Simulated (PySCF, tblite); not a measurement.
Question: Give a GFN2-xTB geometry of `C[C@@]1(F)CO[C@H](C#N)CO1`.

Answer: 
```xyz
18
C6H8FNO2 angstrom
C     -2.453    0.015   -0.472
C     -1.076    0.155    0.156
F     -1.239    0.700    1.431
C     -0.363   -1.198    0.323
O      0.974   -1.064    0.735
C      1.694   -0.184   -0.112
C      3.053   -0.060    0.377
N      4.126    0.060    0.747
C      1.002    1.189   -0.129
O     -0.327    1.044   -0.599
H     -2.911    0.998   -0.523
H     -3.068   -0.640    0.138
H     -2.362   -0.388   -1.475
H     -0.417   -1.734   -0.638
H     -0.857   -1.781    1.102
H      1.723   -0.591   -1.140
H      1.493    1.878   -0.817
H      1.002    1.607    0.885
```

Any rigid rotation of these coordinates is as good. Atoms count from 1 in this order. The C–C distances run from 1.450 Å (C6–C7, drawn single) to 1.538 Å (C2–C4, drawn single), a spread of 0.088 Å. The C–O distances run from 1.387 Å (C2–O10, drawn single) to 1.417 Å (O5–C6, drawn single), a spread of 0.030 Å. Of the pairs four or more bonds apart, F3···H18 is among the closest relative to their van der Waals radii: 2.48 Å, 93 % of the sum of Bondi's values. The 6-membered ring C2–C4–O5–C6–C9–O10 has internal angles of 109.4° to 113.0°; it is puckered, 0.22 Å rms from its mean plane, widest ring torsion 59°.

Bonds between heavy atoms (Å): C1–C2 1.520, C2–F3 1.396, C2–C4 1.538, C4–O5 1.406, O5–C6 1.417, C6–C7 1.450, C7≡N8 1.141, C6–C9 1.538, C9–O10 1.417, C2–O10 1.387.

Structure optimised with GFN2-xTB, isolated species.

Point group: C1 (no symmetry element, even within 0.4 Å). Its GFN2-xTB frequencies are all real (lowest 66 cm⁻¹). The numbers are those of one conformer (C1–C2–C4–O5 172°, C2–C4–O5–C6 -53°, C4–O5–C6–C7 179°, O5–C6–C9–O10 -59°).

All values are computed, not measured.
